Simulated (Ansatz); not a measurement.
Coupled-cluster diagnostics for (BeO)4 ring (Be₄O₄), Ansatz.

Geometry of the singlet (PBE-D4/def2-SVP):

```xyz
8

Be    0.187   -1.589   -0.594
O     0.214   -0.825   -1.833
Be    0.069    0.604   -1.595
O    -0.099    1.837   -0.838
Be   -0.187    1.589    0.594
O    -0.215    0.825    1.833
Be   -0.069   -0.604    1.595
O     0.100   -1.837    0.838
```

Correlated methods freeze 4 core orbitals.

(1) Estimate the CCSD(T) correlation energy, the shares of MP2 and (T), T1 and the reference's ⟨S²⟩ for: charge 0, singlet, own geometry in def2-TZVPP; and the rough time on 4 threads of AMD EPYC 9R45 on a shared host.

## Answers

(1) 
| state | basis | correlation (eV) | MP2 share (%) | (T) share (%) | T1 | ⟨S²⟩ (pure) | wall time |
| --- | --- | --- | --- | --- | --- | --- | --- |
| charge 0, singlet, own geometry | def2-TZVPP | -34.103 | 96.1 | 3.4 | 0.014 | 0.00 (0.00) | 45 s |
Customary marks for T1 are 0.02 (closed shells), 0.045 (open shells) and about 0.05 (3d metals). T1 stays under 0.02 throughout.
